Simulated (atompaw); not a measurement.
## Ranking PAW (atompaw) potentials for cobalt (Co)

All share these settings but for the change named:

| Item | Value |
| --- | --- |
| Element | Co (Z = 27) |
| Generator | atompaw 4.2.0.5 |
| Type | PAW |
| Functional | PBEsol |
| Relativity | scalar-relativistic |
| Frozen core | [Ne] 3s2 |
| Valence charge | 15 |
| Reference configuration | 3p6 3d7 4s1.75 4p0.25 |
| Partial waves | 4s (bound): rc 2.65 bohr; 4s channel at 0.25 Ry: rc 2.65 bohr; 3p (bound): rc 1.15 bohr; 4p (bound): rc 2.65 bohr; 3d (bound): rc 1.90 bohr; 3d channel at 2.4 Ry: rc 1.90 bohr |
| Local potential | bessel scheme, radius 2.00 bohr |
| Core correction | smooth core density matched at 1.45 bohr |
| Augmentation charge | sinc compensation charge, radius 2.10 bohr; PAW radius 2.65 bohr; waves and projectors: custom polynom vanderbiltortho |

Cutoff: the first of the cutoffs (Ry, on a coarse ladder) from which the occupation-weighted sum of valence levels, in a spherical-Bessel basis at the reference potential, stays within 10 and 1 mRy of its value at 400 Ry; the density cutoff is not measured.

The base gives 80 Ry.

Of 10 variants that were run, those that failed, showed a ghost or another fault, or gave nearly equal values are left out.

A variant can come out equal or close to the base.

(1) Rank these variants from softest to hardest (loose cutoff).
A. wave 3p (bound): rc 1.15 bohr becomes 3p (bound): rc 1.78 bohr
B. core [Ar], valence charge 9; reference 3d7 4s1.75 4p0; waves now 4s (bound): rc 3.00 bohr; 4s channel at 2.45 Ry: rc 3.00 bohr; 4p (bound): rc 3.00 bohr; 4p channel at 1.7 Ry: rc 3.00 bohr; 3d (bound): rc 1.05 bohr; 3d channel at -0.4 Ry: rc 1.05 bohr; local potential bessel scheme, radius 2.30 bohr; core correction smooth core density matched at 1.75 bohr; augmentation sinc compensation charge, radius 2.65 bohr; PAW radius 3.00 bohr; waves and projectors: custom polynom vanderbiltortho
C. augmentation sinc compensation charge, radius 2.10 bohr; PAW radius 2.65 bohr; waves and projectors: custom rrkj gramschmidtortho
D. wave 4p (bound): rc 2.65 bohr becomes 4p (bound): rc 2.56 bohr

Results:

(1) A (40 Ry), C (70 Ry), D (80 Ry), B (140 Ry).
